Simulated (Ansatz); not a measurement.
Ansatz (a first-principles code) input for PtO2, SMILES [O]=[Pt]=[O] (connectivity only; charge and spin as stated), neutral, multiplicity 3, B3LYP-D3(BJ)/def2-TZVP. 

Ansatz 0.2 input:
```yaml
crystal:
  periodic: [false, false, false]
  atoms:
    - {symbol: Pt, position_ang: [0.05520000, -0.02590000, 0.03850000]}
    - {symbol: O, position_ang: [1.26530000, 0.22250000, -1.00770000]}
    - {symbol: O, position_ang: [-1.28650000, -0.20170000, 1.04540000]}
basis:
  gaussian:
    orbitals: def2-TZVP
hamiltonian:
  xc: b3lyp
  dispersion: d3bj
magnetization: {spin_polarized: true, initial_magnetization: 2}
relax: {f_tol: 0.002, max_steps: 200}
```

Log of the run:

```
WARN ansatz: RAYON_NUM_THREADS=1 ignored (pool sized by the plan → 1); use --threads N
Functional definition: B3LYP
integrals: 0.03 GiB planned
716 factors; their error is unknown
mean field: 0.36 GiB planned
mean field evaluation 1: about -7328.5220 eV, gradient 5.9e1 eV
mean field evaluation 2: about -7248.2226 eV, gradient 1.5e2 eV
mean field evaluation 4: about -7334.2040 eV, gradient 4.0e1 eV
mean field evaluation 8: about -7339.9363 eV, gradient 8.9e-2 eV
mean field evaluation 16: about -7339.9753 eV, gradient 3.7e-3 eV
mean field evaluation 32: about -7339.9753 eV, gradient 6.9e-6 eV
mean field -7339.97531755 eV, -269.7391177059 hartree, gradient 6.9e-9 eV, S^2 2.005796; 5 other end points of the search recorded, 0 dependent functions left out
the calculation of the forces begins
reference -7339.97551055 eV, -269.7391247986 hartree; 18, 16 occupied and 84, 86 virtual orbitals, 716 factors
relax step   1: F+E_penalty+E_count = -7340.05595734 eV  Δ(F+E_penalty+E_count) = +0.000e0 eV  max|allowed force component| = 6.647e0 eV/Å  Δτ_max = 0.0000 Å  (204 SCF iters, accepted)
these checks for a lower state are left out or cut short: starts, cluster_reference, orbital_swaps, neighbouring_geometries, increment
integrals: 0.03 GiB planned
716 factors; their error is unknown
mean field: 0.35 GiB planned
mean field evaluation 64: about -7340.5839 eV, gradient 7.0e-2 eV
[...]
these checks for a lower state are left out or cut short: starts, cluster_reference, orbital_swaps, neighbouring_geometries, increment
integrals: 0.03 GiB planned
716 factors; their error is unknown
mean field: 0.35 GiB planned
mean field evaluation 160: about -7340.6403 eV, gradient 1.9e-1 eV
mean field -7340.64077093 eV, -269.7635726666 hartree, gradient 9.1e-6 eV, S^2 2.152358; 0 other end points of the search recorded, 0 dependent functions left out
the calculation of the forces begins
reference -7340.64096666 eV, -269.7635798596 hartree; 18, 16 occupied and 84, 86 virtual orbitals, 716 factors
relax step   8: F+E_penalty+E_count = -7340.72002124 eV  Δ(F+E_penalty+E_count) = +6.414e-4 eV  max|allowed force component| = 4.420e-1 eV/Å  Δτ_max = 0.0684 Å  (79 SCF iters, rejected (line search))
these checks for a lower state are left out or cut short: starts, cluster_reference, orbital_swaps, neighbouring_geometries, increment
integrals: 0.03 GiB planned
716 factors; their error is unknown
mean field: 0.35 GiB planned
mean field -7340.64174271 eV, -269.7636083788 hartree, gradient 9.1e-6 eV, S^2 2.179124; 0 other end points of the search recorded, 0 dependent functions left out
the calculation of the forces begins
reference -7340.64193839 eV, -269.7636155700 hartree; 18, 16 occupied and 84, 86 virtual orbitals, 716 factors
relax step   9: F+E_penalty+E_count = -7340.72095135 eV  Δ(F+E_penalty+E_count) = -2.887e-4 eV  max|allowed force component| = 1.164e-1 eV/Å  Δτ_max = 0.0204 Å  (73 SCF iters, accepted)
these checks for a lower state are left out or cut short: starts, cluster_reference, orbital_swaps, neighbouring_geometries, increment
integrals: 0.03 GiB planned
716 factors; their error is unknown
mean field: 0.35 GiB planned
mean field evaluation 192: about -7340.6423 eV, gradient 2.8e-3 eV
mean field -7340.64230545 eV, -269.7636290592 hartree, gradient 6.1e-6 eV, S^2 2.159711; 0 other end points of the search recorded, 0 dependent functions left out
the calculation of the forces begins
reference -7340.64250123 eV, -269.7636362541 hartree; 18, 16 occupied and 84, 86 virtual orbitals, 716 factors
relax step  10: F+E_penalty+E_count = -7340.72155230 eV  Δ(F+E_penalty+E_count) = -6.009e-4 eV  max|allowed force component| = 1.590e-1 eV/Å  Δτ_max = 0.0159 Å  (80 SCF iters, accepted)
these checks for a lower state are left out or cut short: starts, cluster_reference, orbital_swaps, neighbouring_geometries, increment
integrals: 0.03 GiB planned
716 factors; their error is unknown
mean field: 0.35 GiB planned
mean field -7340.64351129 eV, -269.7636733730 hartree, gradient 8.1e-6 eV, S^2 2.134545; 0 other end points of the search recorded, 0 dependent functions left out
the calculation of the forces begins
reference -7340.64370703 eV, -269.7636805664 hartree; 18, 16 occupied and 84, 86 virtual orbitals, 716 factors
relax step  11: F+E_penalty+E_count = -7340.72280274 eV  Δ(F+E_penalty+E_count) = -1.250e-3 eV  max|allowed force component| = 2.158e-1 eV/Å  Δτ_max = 0.0196 Å  (77 SCF iters, accepted)
these checks for a lower state are left out or cut short: starts, cluster_reference, orbital_swaps, neighbouring_geometries, increment
integrals: 0.03 GiB planned
716 factors; their error is unknown
mean field: 0.35 GiB planned
mean field evaluation 224: about -7340.6460 eV, gradient 9.8e-2 eV
mean field -7340.64614654 eV, -269.7637702166 hartree, gradient 6.8e-7 eV, S^2 2.052371; 0 other end points of the search recorded, 0 dependent functions left out
the calculation of the forces begins
reference -7340.64634209 eV, -269.7637774031 hartree; 18, 16 occupied and 84, 86 virtual orbitals, 716 factors
relax step  12: F+E_penalty+E_count = -7340.72554665 eV  Δ(F+E_penalty+E_count) = -2.744e-3 eV  max|allowed force component| = 7.496e-1 eV/Å  Δτ_max = 0.0662 Å  (147 SCF iters, accepted)
these checks for a lower state are left out or cut short: starts, cluster_reference, orbital_swaps, neighbouring_geometries, increment
integrals: 0.03 GiB planned
716 factors; their error is unknown
mean field: 0.35 GiB planned
mean field evaluation 256: about -7340.6491 eV, gradient 1.6e-5 eV
mean field -7340.64911168 eV, -269.7638791834 hartree, gradient 3.4e-8 eV, S^2 2.016756; 0 other end points of the search recorded, 0 dependent functions left out
the calculation of the forces begins
reference -7340.64930733 eV, -269.7638863736 hartree; 18, 16 occupied and 84, 86 virtual orbitals, 716 factors
relax step  13: F+E_penalty+E_count = -7340.72856448 eV  Δ(F+E_penalty+E_count) = -3.018e-3 eV  max|allowed force component| = 8.954e-1 eV/Å  Δτ_max = 0.0204 Å  (176 SCF iters, accepted)
these checks for a lower state are left out or cut short: starts, cluster_reference, orbital_swaps, neighbouring_geometries, increment
integrals: 0.03 GiB planned
716 factors; their error is unknown
mean field: 0.35 GiB planned
mean field evaluation 288: about -7340.5629 eV, gradient 1.4e-5 eV
mean field -7340.56289139 eV, -269.7607106464 hartree, gradient 3.7e-6 eV, S^2 2.043162; 1 other end points of the search recorded, 0 dependent functions left out
the calculation of the forces begins
reference -7340.56308982 eV, -269.7607179386 hartree; 18, 16 occupied and 84, 86 virtual orbitals, 716 factors
relax step  14: F+E_penalty+E_count = -7340.64280406 eV  Δ(F+E_penalty+E_count) = +8.576e-2 eV  max|allowed force component| = 2.132e0 eV/Å  Δτ_max = 0.1963 Å  (182 SCF iters, rejected (line search))
these checks for a lower state are left out or cut short: starts, cluster_reference, orbital_swaps, neighbouring_geometries, increment
integrals: 0.03 GiB planned
716 factors; their error is unknown
mean field: 0.35 GiB planned
mean field -7340.64172617 eV, -269.7636077710 hartree, gradient 7.6e-10 eV, S^2 2.032119; 0 other end points of the search recorded, 0 dependent functions left out
the calculation of the forces begins
reference -7340.64192341 eV, -269.7636150197 hartree; 18, 16 occupied and 84, 86 virtual orbitals, 716 factors
relax step  15: F+E_penalty+E_count = -7340.72141406 eV  Δ(F+E_penalty+E_count) = +7.150e-3 eV  max|allowed force component| = 1.487e0 eV/Å  Δτ_max = 0.0981 Å  (175 SCF iters, rejected (line search))
these checks for a lower state are left out or cut short: starts, cluster_reference, orbital_swaps, neighbouring_geometries, increment
integrals: 0.03 GiB planned
716 factors; their error is unknown
mean field: 0.35 GiB planned
mean field evaluation 320: about -7340.6676 eV, gradient 4.1e-3 eV
mean field -7340.66760180 eV, -269.7645586830 hartree, gradient 7.9e-6 eV, S^2 2.019970; 0 other end points of the search recorded, 0 dependent functions left out
the calculation of the forces begins
reference -7340.66779786 eV, -269.7645658880 hartree; 18, 16 occupied and 84, 86 virtual orbitals, 716 factors
relax step  16: F+E_penalty+E_count = -7340.74728605 eV  Δ(F+E_penalty+E_count) = -1.872e-2 eV  max|allowed force component| = 8.079e-1 eV/Å  Δτ_max = 0.0491 Å  (83 SCF iters, accepted)
these checks for a lower state are left out or cut short: starts, cluster_reference, orbital_swaps, neighbouring_geometries, increment
integrals: 0.03 GiB planned
716 factors; their error is unknown
mean field: 0.35 GiB planned
mean field -7340.69271887 eV, -269.7654817183 hartree, gradient 4.9e-6 eV, S^2 2.022575; 0 other end points of the search recorded, 0 dependent functions left out
the calculation of the forces begins
reference -7340.69291555 eV, -269.7654889461 hartree; 18, 16 occupied and 84, 86 virtual orbitals, 716 factors
relax step  17: F+E_penalty+E_count = -7340.77278535 eV  Δ(F+E_penalty+E_count) = -2.550e-2 eV  max|allowed force component| = 2.178e-1 eV/Å  Δτ_max = 0.0421 Å  (79 SCF iters, accepted)
these checks for a lower state are left out or cut short: starts, cluster_reference, orbital_swaps, neighbouring_geometries, increment
integrals: 0.03 GiB planned
716 factors; their error is unknown
mean field: 0.36 GiB planned
mean field evaluation 352: about -7340.7018 eV, gradient 1.0e-5 eV
mean field -7340.70177160 eV, -269.7658143999 hartree, gradient 1.9e-6 eV, S^2 2.036771; 0 other end points of the search recorded, 0 dependent functions left out
the calculation of the forces begins
reference -7340.70196922 eV, -269.7658216622 hartree; 18, 16 occupied and 84, 86 virtual orbitals, 716 factors
relax step  18: F+E_penalty+E_count = -7340.78253638 eV  Δ(F+E_penalty+E_count) = -9.751e-3 eV  max|allowed force component| = 2.942e-1 eV/Å  Δτ_max = 0.1101 Å  (76 SCF iters, accepted)
these checks for a lower state are left out or cut short: starts, cluster_reference, orbital_swaps, neighbouring_geometries, increment
integrals: 0.03 GiB planned
716 factors; their error is unknown
mean field: 0.36 GiB planned
mean field -7340.70627567 eV, -269.7659799215 hartree, gradient 9.6e-6 eV, S^2 2.030754; 0 other end points of the search recorded, 0 dependent functions left out
the calculation of the forces begins
reference -7340.70647341 eV, -269.7659871883 hartree; 18, 16 occupied and 84, 86 virtual orbitals, 716 factors
relax step  19: F+E_penalty+E_count = -7340.78692113 eV  Δ(F+E_penalty+E_count) = -4.385e-3 eV  max|allowed force component| = 1.438e-2 eV/Å  Δτ_max = 0.0319 Å  (72 SCF iters, accepted)
these checks for a lower state are left out or cut short: starts, cluster_reference, orbital_swaps, neighbouring_geometries, increment
integrals: 0.03 GiB planned
716 factors; their error is unknown
mean field: 0.36 GiB planned
mean field evaluation 384: about -7340.7063 eV, gradient 6.1e-6 eV
mean field -7340.70628120 eV, -269.7659801248 hartree, gradient 1.7e-6 eV, S^2 2.031322; 0 other end points of the search recorded, 0 dependent functions left out
the calculation of the forces begins
reference -7340.70647894 eV, -269.7659873916 hartree; 18, 16 occupied and 84, 86 virtual orbitals, 716 factors
relax step  20: F+E_penalty+E_count = -7340.78695740 eV  Δ(F+E_penalty+E_count) = -3.626e-5 eV  max|allowed force component| = 1.865e-3 eV/Å  Δτ_max = 0.0046 Å  (68 SCF iters, accepted)
integrals: 0.03 GiB planned
716 factors; their error is unknown
mean field: 0.36 GiB planned
mean field evaluation 416: about -7340.7063 eV, gradient 6.1e-6 eV
mean field -7340.70628120 eV, -269.7659801248 hartree, gradient 1.7e-6 eV, S^2 2.031322; 6 other end points of the search recorded, 0 dependent functions left out
the calculation of the forces begins
reference -7340.70647894 eV, -269.7659873916 hartree; 18, 16 occupied and 84, 86 virtual orbitals, 716 factors
Total energy: -7340.78715514 eV, -269.7689521870 hartree
Atom 0 at     0.234888    -0.231204     0.255319 Å, force    -0.001865     0.001569    -0.001387 eV/Å
Atom 1 at     1.166893     0.324627    -1.110600 Å, force     0.000602    -0.000794     0.000889 eV/Å
Atom 2 at    -1.367781    -0.098523     0.931482 Å, force     0.001263    -0.000775     0.000497 eV/Å
Dipole moment:     0.233040    -0.239238     0.239669 e Å
```

The run converged.
